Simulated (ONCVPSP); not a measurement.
# lutetium: one change to an ONCV potential, before and after

```json
{
  "Element": "Lu (Z = 71)",
  "Generator": "ONCVPSP 4.0.1",
  "Type": "optimised norm-conserving Vanderbilt (ONCV)",
  "Functional": "LDA (Perdew-Zunger)",
  "Relativity": "scalar-relativistic",
  "Frozen core": "[Xe]",
  "Valence charge": "17",
  "Reference configuration": "4f14 5d1 6s1 6p1",
  "Partial waves": "6s: rc 3.20 bohr, ncon 3, nbas 7, qcut 1.9 1/bohr, 3 projectors, debl 1.7 Ha; 6p: rc 3.20 bohr, ncon 3, nbas 7, qcut 2.1 1/bohr, 3 projectors, debl 2.2 Ha; 5d: rc 2.45 bohr, ncon 4, nbas 9, qcut 5.7 1/bohr, 2 projectors, debl 1.3 Ha; 4f: rc 1.15 bohr, ncon 4, nbas 8, qcut 15.2 1/bohr, 1 projector",
  "Local potential": "polynomial inside 1.15 bohr (lpopt 5, dvloc0 6 Ha)",
  "Core correction": "Teter function, fcfact 5, rcfact 1.2"
}
```

All-electron outer shells of the reference configuration (LDA (Perdew-Zunger), scalar-relativistic, ld1.x):

```json
{"shell": "5s", "level (eV)": "-62.68", "outermost node (bohr)": "0.57", "outermost maximum (bohr)": "1.04"}
{"shell": "5p", "level (eV)": "-33.25", "outermost node (bohr)": "0.61", "outermost maximum (bohr)": "1.19"}
{"shell": "4f", "level (eV)": "-11.28", "outermost node (bohr)": "–", "outermost maximum (bohr)": "0.47"}
{"shell": "6s", "level (eV)": "-5.70", "outermost node (bohr)": "1.41", "outermost maximum (bohr)": "2.97"}
{"shell": "5d", "level (eV)": "-3.05", "outermost node (bohr)": "0.68", "outermost maximum (bohr)": "1.82"}
{"shell": "6p", "level (eV)": "-2.06", "outermost node (bohr)": "1.72", "outermost maximum (bohr)": "4.16"}
```

Change: p: debl 0.95.

Cutoffs: the cutoffs (Ha) at which the residual kinetic energy of the hardest occupied pseudo-wave falls to 1 and 0.1 mHa per electron; they do not see the model core or the augmentation charge, which bear on the density cutoff. Errors are all-electron minus pseudo energies relative to the spin-unpolarised reference configuration.

**Question.** What does the change do?

**Answer.** The potential gets neither clearly harder nor softer (100 Ha and 108 Ha → 100 Ha and 108 Ha); both files keep a bound ghost (s); the lowest positive-energy flag moves from p at 63.6 eV to p at 29.0 eV; the errors of the 4 common tests hardly move; the range in which the p phases agree narrows (upper end 2.3 → 1.0).

```csv
quantity,base,changed
"cutoff, loose",100 Ha,100 Ha
"cutoff, tight",108 Ha,108 Ha
bound ghosts,s,s
GHOST(+) flags under 300 eV,"p at 63.6 eV, s at 155.6 eV","p at 29.0 eV, s at 155.6 eV"
"error for 4f14 5d1 6s2 6p0, meV [ΔE -3.52 eV]",-7.4,-7.5
"error for 4f14 5d1 6s1 6p0, meV [ΔE 4.06 eV]",-2.0,-2.0
"error for 4f14 5d1 6s0 6p0, meV [ΔE 17.64 eV]",-1.5,-1.3
"error for 4f14 5d2 6s1 6p0, meV [ΔE -0.52 eV]",-19,-19
s: phases at 3.25 bohr within 0.05 rad from the reference energy up to (Ha; the scan ends near 5),4.8,4.8
p: phases at 3.25 bohr within 0.05 rad from the reference energy up to (Ha; the scan ends near 5),2.3,1.0
d: phases at 2.48 bohr within 0.05 rad from the reference energy up to (Ha; the scan ends near 5),to the end of the scan,to the end of the scan
f: phases at 1.17 bohr within 0.05 rad from the reference energy up to (Ha; the scan ends near 5),1.1,1.1
"rms error of d²Exc/dni dnj with the model core, mHa",5.74,5.73
```

 A true bound ghost makes a file unfit for plane-wave use even where its test errors are small: the radial tests pick states by their node count and pass the ghost by.
